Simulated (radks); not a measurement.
Q: These are the eigenvalues of the occupied orbitals of an atom or ion with whole-number occupations (hartree). Calculated with a radial shooting solver on a logarithmic mesh with Libxc functionals: scalar-relativistic Kohn-Sham, LDA (Slater exchange, Perdew-Wang correlation), spin-polarised, spherical densities, finite nucleus; Fermi nuclear charge, rms radius of each element as measured or else 0.836 A^(1/3) + 0.57 fm.

| orbital | eigenvalue |
|---|---|
| 1s up | -1112.671 |
| 1s down | -1112.669 |
| 2s up | -169.6181 |
| 2s down | -169.6172 |
| 2p up | -152.4053 |
| 2p down | -152.4038 |
| 3s up | -33.48654 |
| 3s down | -33.48477 |
| 3p up | -27.87384 |
| 3p down | -27.87191 |
| 3d up | -19.28036 |
| 3d down | -19.27858 |
| 4s up | -5.77040 |
| 4s down | -5.76654 |
| 4p up | -4.04779 |
| 4p down | -4.04335 |
| 4d up | -1.54810 |
| 4d down | -1.53928 |
| 5s up | -0.78793 |
| 5s down | -0.74254 |
| 5p up | -0.46800 |

Which element is it, and in what charge state? The configuration may be excited. Open shells, if any, are filled with parallel spins first.

A: Z = 51, antimony, charge +1: Sb+ in [Kr] 4d10 5s2 5p2. The list shows which subshells hold electrons but not how many an open one holds; the 1s level, -1112.7 hartree, gives Z - s = 47.2 by -(Z - s)^2/2, which with screening and relativity narrows Z to a few neighbours, and the depths of the outer levels then fix element, charge and occupations together.
